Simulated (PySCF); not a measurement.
This PySCF input asks for the NMR shieldings of SMILES O=C(C)O[Si@@H](CF)N(C)C, C5H12FNO2Si; the geometry comes from GFN2-xTB.

```python
import basis_set_exchange as bse
import numpy as np
from pyscf import gto, dft
from pyscf.prop import nmr

atoms = """
C     3.447897   -0.645968   -0.442828
C     2.145074   -0.645187    0.308059
O     1.846613   -1.433367    1.163662
O     1.339876    0.335645   -0.079273
Si   -0.147740    0.672447    0.583065
C    -0.415941    2.456302   -0.047797
F    -1.505342    3.030661    0.580869
N    -1.318304   -0.342146   -0.148732
C    -2.714798    0.040487   -0.207072
C    -1.155004   -1.780076   -0.232697
H     3.940842    0.313226   -0.303816
H     3.248892   -0.771580   -1.504660
H     4.083575   -1.449850   -0.084372
H    -0.030345    0.679433    2.043061
H     0.434254    3.103781    0.173642
H    -0.622707    2.511415   -1.118908
H    -3.149661   -0.311696   -1.145069
H    -2.809727    1.119086   -0.155881
H    -3.281912   -0.395857    0.620509
H    -1.534575   -2.135562   -1.193731
H    -0.106479   -2.043290   -0.144497
H    -1.704900   -2.288519    0.564893
"""
names = dict.fromkeys(["C", "O", "Si", "F", "N", "H"], "pcSseg-1")
basis = {el: gto.basis.parse(bse.get_basis(n, elements=[el], fmt="nwchem")) for el, n in names.items()}
mol = gto.M(atom=atoms, basis=basis, charge=0, verbose=0)
mf = dft.RKS(mol, xc="PBE0")
mf.grids.level = 2
mf.grids.alignment = dft.numint.BLKSIZE   # the property module wants whole blocks of grid points
mf.conv_tol = 1e-9
mf.kernel()

calc = nmr.RKS(mf)   # GIAO
C = mf.mo_coeff
Co = C[:, mf.mo_occ > 0]
resp = mf.gen_response(singlet=True, hermi=2)
def vind(x):   # induced exchange potential for any number of trial vectors
    d = np.einsum("pi,xij,qj->xpq", C, 2 * x.reshape(-1, C.shape[1], Co.shape[1]), Co, optimize=True)
    return np.einsum("xpq,pi,qj->xij", resp(d - d.transpose(0, 2, 1)), C, Co, optimize=True).ravel()
mo1, _ = nmr.rhf.solve_mo1(calc, with_cphf=vind)
sigma = calc.kernel(mo1)
for i, s in enumerate(sigma):   # ppm
    w = np.linalg.eigvalsh((s + s.T) / 2)
    print("%2d %-2s iso %8.1f  s11 %8.1f  s22 %8.1f  s33 %8.1f" % (i, mol.atom_pure_symbol(i), w.mean(), *w))
```

Task: What are the results?

Result: 
```
 0 C  iso    162.3  s11    139.6  s22    153.6  s33    193.9
 1 C  iso      9.5  s11    -94.9  s22     48.1  s33     75.2
 2 O  iso   -131.4  s11   -402.7  s22   -237.4  s33    245.8
 3 O  iso    118.1  s11    -18.5  s22    176.1  s33    196.7
 4 Si iso    381.3  s11    357.1  s22    375.1  s33    411.6
 5 C  iso    104.6  s11     60.1  s22     82.6  s33    171.2
 6 F  iso    482.3  s11    423.6  s22    494.9  s33    528.5
 7 N  iso    237.3  s11    209.8  s22    238.1  s33    264.0
 8 C  iso    149.0  s11    124.2  s22    136.3  s33    186.5
 9 C  iso    146.2  s11    123.7  s22    131.1  s33    183.8
10 H  iso     29.5  s11     25.6  s22     28.8  s33     34.0
11 H  iso     29.5  s11     25.8  s22     28.9  s33     33.7
12 H  iso     29.8  s11     25.6  s22     28.1  s33     35.7
13 H  iso     26.2  s11     23.3  s22     24.1  s33     31.1
14 H  iso     26.9  s11     22.2  s22     27.5  s33     31.1
15 H  iso     26.8  s11     22.9  s22     27.1  s33     30.3
16 H  iso     29.3  s11     24.9  s22     26.7  s33     36.3
17 H  iso     28.6  s11     22.7  s22     29.0  s33     34.0
18 H  iso     29.4  s11     24.9  s22     27.0  s33     36.3
19 H  iso     29.4  s11     25.2  s22     26.8  s33     36.1
20 H  iso     28.5  s11     22.3  s22     29.5  s33     33.6
21 H  iso     29.3  s11     25.3  s22     26.5  s33     36.0
```

These numbers come from an equivalent density-fitted implementation of the same equations, which agrees with the script to about 0.01 ppm for H and up to a few tenths of a ppm for heavy atoms, so last digits may differ.

Task: Turn these shieldings into chemical shifts. References, each an isolated molecule treated in the same way: ¹³C (186.93 ppm) and ²⁹Si (349.16 ppm) and ¹H (31.72 ppm) against TMS; ¹⁷O (336.08 ppm) against H2O; ¹⁹F (170.95 ppm) against CFCl3; ¹⁵N (267.73 ppm) vs NH3.

Result: Averaging equivalent atoms: C 1: 177.5; C 5: 82.3; C 8/9: 39.3; C 0: 24.6; O 2: 467.5; O 3: 218.0; Si 4: -32.1; F 6: -311.4; N 7: 30.4; H 13: 5.56; H 15: 4.95; H 14: 4.80; H 16/17/18/19/20/21: 2.66; H 10/11/12: 2.15 ppm. Unscaled 19F shifts against computed CFCl3 carry errors that often reach 10 to 50 ppm. Unscaled 17O shifts of doubly bonded oxygen tend to come out too high, by tens of ppm or more. Experimental scales use liquid or dissolved standards, which lie at an offset from isolated NH3 (liquid NH3: subtract about 20 ppm) and H2O (liquid H2O: subtract about 36 ppm).

Size and cost of the density-fitted run: 237 basis functions, 49 s wall time on 1 thread of an Arm Neoverse V2, shared host.
